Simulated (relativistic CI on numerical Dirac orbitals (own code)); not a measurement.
## Magnetism of V3+, 3d2, in a crystal field

Calculated by Dirac-Coulomb-Breit CI, orbitals from a KLI potential per configuration, QED by a radiative potential, valence Slater integrals scaled by 0.7, one configuration in a parametric crystal field (own radial code).

Field parameters in Wybourne normalisation: D3d B²₀ = −7Dσ, B⁴₀ = −14Dq − 21Dτ, B⁴₃ = −14√(10/7) Dq. The field is a parameter set, without covalency.

S is read from ⟨S²⟩ = S(S + 1).

Powder χT (cm³ K mol⁻¹) by Van Vleck's formula, with temperature-independent terms:

| Field | 2 K | 5 K | 10 K | 20 K | 50 K | 100 K | 200 K | 300 K |
| --- | --- | --- | --- | --- | --- | --- | --- | --- |
| D3d, 10Dq = 24650, Dσ = -1200, Dτ = 340 cm⁻¹ | 0.2 | 0.216 | 0.228 | 0.247 | 0.334 | 0.499 | 0.768 | 0.934 |
| D3d, 10Dq = 24650, Dσ = 1200, Dτ = 340 cm⁻¹ | 0.0937 | 0.112 | 0.141 | 0.201 | 0.373 | 0.598 | 0.839 | 0.951 |
| D3d, 10Dq = 24650, Dσ = 980, Dτ = 340 cm⁻¹ | 0.0879 | 0.105 | 0.135 | 0.193 | 0.362 | 0.587 | 0.834 | 0.949 |
| D3d, 10Dq = 24650, Dσ = 760, Dτ = 340 cm⁻¹ | 0.0824 | 0.0995 | 0.128 | 0.185 | 0.352 | 0.576 | 0.828 | 0.948 |
| D3d, 10Dq = 24650, Dσ = 550, Dτ = 340 cm⁻¹ | 0.0776 | 0.0944 | 0.122 | 0.178 | 0.342 | 0.566 | 0.823 | 0.946 |
| D3d, 10Dq = 24650, Dσ = 330, Dτ = 340 cm⁻¹ | 0.0728 | 0.0893 | 0.117 | 0.172 | 0.333 | 0.557 | 0.818 | 0.945 |
| D3d, 10Dq = 24650, Dσ = 110, Dτ = 340 cm⁻¹ | 0.0684 | 0.0846 | 0.112 | 0.166 | 0.325 | 0.548 | 0.812 | 0.944 |
| D3d, 10Dq = 24650, Dσ = -110, Dτ = 340 cm⁻¹ | 0.0644 | 0.0803 | 0.107 | 0.16 | 0.317 | 0.539 | 0.807 | 0.942 |

(1) For D3d, 10Dq = 24650, Dσ = 110, Dτ = 340 cm⁻¹: what effective moment follows at 300 K?

Results:

(1) μ_eff = √(8χT) = 2.75 μB. The ground level has S = 1.00; the spin-only moment for S = 1 is 2.83 μB. The difference comes from the orbital moment, spin-orbit mixing of terms and temperature-independent paramagnetism, all larger in this ionic model than in covalent complexes.
